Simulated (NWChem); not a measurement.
**Ionisation of CH4N**

```xyz
6

C      0.1553     0.7114     0.0000
N     -0.1627    -0.6392     0.0000
H     -0.0044     1.2520    -0.9360
H     -0.0044     1.2520     0.9360
H      0.1078    -1.1488     0.8346
H      0.1078    -1.1488    -0.8346
```
Charge 0, spin multiplicity 2.

Everything below was run with NWChem. Structure: optimised with UPBE0/def2-SVP, a minimum by its harmonic frequencies. It is one conformer; others weren't searched.

Basis set: def2-TZVPD. The species with one electron less has spin multiplicity 1 and keeps the geometry of the parent. Δ marks differences of total energies (open shells unrestricted). −ε marks an orbital energy of the parent. That orbital need not have the symmetry of the hole or added electron in the Δ rows. That singlet is a closed-shell solution.

B3LYP has NWChem's definition, with VWN1-RPA local correlation. The structure started from a generated list of species. The unpaired electrons of the parent sit in orbitals of symmetry a' (Cs labels of the run); other states weren't searched. No SCF solution was tested for a lower state. Open-shell Hartree-Fock references start from PBE0 orbitals.

Problem. Order these methods by the first vertical ionisation energy they give, lowest first: −ε(alpha HOMO) of LDA (SVWN5), −ε(alpha HOMO) of B3LYP, ΔLDA (SVWN5), −ε(alpha HOMO) of HF, G0W0@PBE.

Solution. −ε(alpha HOMO) of LDA (SVWN5) (3.12 eV), −ε(alpha HOMO) of B3LYP (4.24 eV), G0W0@PBE (6.34 eV), ΔLDA (SVWN5) (7.11 eV), −ε(alpha HOMO) of HF (8.07 eV)
